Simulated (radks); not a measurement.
Values are calculated unless marked as measured or tabulated.
Question: Successive ionisation energies (eV) of one element, from differences of total energies of ions in their ground configurations, starting at charge 44: 3560.9, 3647.1, 8340.6, 8585.3, 8831.8, 9079.9, 9764.5, 10030.0, 10412.7, 10621.2, 43675, 44520. Level of theory: Dirac Kohn-Sham, PBE, spin-unpolarised, spherical densities, finite nucleus; open shells fill j = l - 1/2 first; Fermi nuclear charge, rms radius 4.8378 fm (a radial shooting solver on a logarithmic mesh with Libxc functionals). Which element is it?

Answer: Barium (Z = 56). The first species listed is Ba44+ in [Ne] 3s2, the last Ba55+ in 1s1.
